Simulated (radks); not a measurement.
Au IV, 76 electrons, occupied as [Xe] 4f14 5d8. All-electron calculation, scalar-relativistic Kohn-Sham, PBEsol, spin-polarised, spherical densities, finite nucleus; open shells are filled with parallel spins first (spin-orbit coupling, left out, can overturn this in heavy ions); Fermi nuclear charge, rms radius 5.4371 fm. Program: a radial shooting solver on a logarithmic mesh with Libxc functionals.

Unscreened Slater integrals over Kohn-Sham orbitals (cm^-1). They are taken over the spin-up orbitals. Empty in this configuration: 6s.

\begin{tabular}{lr}
integral & value \\ \hline
F0(5d,5d) & 138550 \\
F2(5d,5d) & 72520 \\
F4(5d,5d) & 48258 \\
F0(5d,5p) & 156580 \\
F2(5d,5p) & 78197 \\
G1(5d,5p) & 94357 \\
G3(5d,5p) & 58558 \\
F0(5d,4f) & 178580 \\
F2(5d,4f) & 42177 \\
F4(5d,4f) & 19684 \\
G1(5d,4f) & 13555 \\
G3(5d,4f) & 12917 \\
G5(5d,4f) & 10377 \\
F0(5d,6s) & 101660 \\
G2(5d,6s) & 24357 \\
F0(5p,5p) & 185710 \\
F2(5p,5p) & 100200 \\
F0(5p,4f) & 228810 \\
F2(5p,4f) & 71061 \\
G2(5p,4f) & 26792 \\
G4(5p,4f) & 22754 \\
F0(5p,6s) & 106950 \\
G1(5p,6s) & 9048.7 \\
F0(4f,4f) & 402610 \\
F2(4f,4f) & 200000 \\
F4(4f,4f) & 127370 \\
F6(4f,4f) & 92189 \\
F0(4f,6s) & 114440 \\
G3(4f,6s) & 3673.7 \\
F0(6s,6s) & 87409 \\
\end{tabular}

Derived for the open shells (J is the average intra-shell exchange parameter used in DFT+U). 5d: Racah B = F2/49 - 5 F4/441 = 932.9 cm^-1, C = 35 F4/441 = 3830 cm^-1, C/B = 4.11, F4/F2 = 0.665, J = (F2 + F4)/14 = 8627 cm^-1.
